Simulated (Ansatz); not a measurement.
Reaction: SiN2H5Cl (SMILES N[SiH](N)Cl) → SiN2H5 (SMILES N[SiH]N, doublet) + Cl (doublet) (the Cl-Si bond breaks)
Each species at its own B3LYP-D3(BJ)/def2-TZVP minimum (Ansatz, a quantum-chemistry and plane-wave program), one conformer.

Property: bond dissociation energy (electronic), in kcal/mol. Radicals and triplets start from unrestricted determinants; spin-orbit coupling is neglected. CBS(X,Y): correlation extrapolated as X^-3, Hartree-Fock from the larger set. A bracket is a step between two methods taken in the basis named. Functionals run without relativity, which enters their misses. '+ core + X2C': CCSD(T) terms for core correlation (cc-pwCVTZ, 1s frozen past Ne) and scalar relativity (cc-pVTZ-DK).

CCSD(T)/CBS(cc-pV(T+d)Z,cc-pV(Q+d)Z) + [CCSDT(Q) - CCSD(T)]/cc-pV(D+d)Z + core + X2C (Ansatz) gives 121.7 kcal/mol.

Question: What does PBE/def2-TZVPD (Ansatz) give here, and how do the other levels compare?

Answer: PBE gives 115.0 kcal/mol, 6.7 kcal/mol below it. Differences of the others: r2SCAN/def2-TZVPD (Ansatz) -5.1; PBE0/def2-TZVPD (Ansatz) -5.9; CCSD(T)/CBS(cc-pV(T+d)Z,cc-pV(Q+d)Z) + core + X2C (Ansatz) 0.0 kcal/mol. Nearer than PBE: r2SCAN/def2-TZVPD, PBE0/def2-TZVPD, CCSD(T)/CBS(cc-pV(T+d)Z,cc-pV(Q+d)Z) + core + X2C.
